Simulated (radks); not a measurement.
Species: Xe4+. Configuration: [Kr] 4d10 5s1 5p2 6p1 (not the ground configuration).

Method: Dirac Kohn-Sham, PBEsol, spin-unpolarised, spherical densities, point nucleus; open shells fill j = l - 1/2 first; computed with a radial shooting solver on a logarithmic mesh with Libxc functionals.

Energy parts (eV):
| part | energy |
|---|---|
| total | -202501.774 |
| kinetic | 215144.869 |
| electron-nucleus | -489855.514 |
| Hartree | 77170.064 |
| exchange-correlation | -4961.193 |

Orbitals (lengths in bohr, moments of r in powers of bohr):
| orbital | occ. | eigenvalue (eV) | <1/r> |
|---|---|---|---|
| 1s1/2 | 2 | -34385.82 | 58.10 |
| 2s1/2 | 2 | -5396.018 | 13.59 |
| 2p1/2 | 2 | -5073.522 | 13.57 |
| 2p3/2 | 4 | -4749.102 | 12.47 |
| 3s1/2 | 2 | -1146.760 | 4.857 |
| 3p1/2 | 2 | -1012.699 | 4.769 |
| 3p3/2 | 4 | -951.0749 | 4.497 |
| 3d3/2 | 4 | -715.0044 | 4.355 |
| 3d5/2 | 6 | -701.9741 | 4.285 |
| 4s1/2 | 2 | -250.6730 | 1.971 |
| 4p1/2 | 2 | -203.1410 | 1.864 |
| 4p3/2 | 4 | -190.7524 | 1.776 |
| 4d3/2 | 4 | -113.6573 | 1.540 |
| 4d5/2 | 6 | -111.6315 | 1.519 |
| 5s1/2 | 1 | -66.6147 | 0.7896 |
| 5p1/2 | 2 | -53.5264 | 0.7100 |
| 5p3/2 | 0 | -51.4840 | 0.6844 |
| 6p1/2 | 1 | -24.0633 | 0.3468 |
| 6p3/2 | 0 | -23.4887 | 0.3390 |

The highest occupied level is 6p1/2 at -24.063 eV. The configuration is held as typed, so some empty levels lie below it. The density falls to 0.001 e/bohr^3 at r = 4.61 bohr. Summed over all electrons, <r^2> = 42.38 bohr^2, which gives a Langevin (diamagnetic) susceptibility term of -33.6 x 10^-6 cm^3/mol.
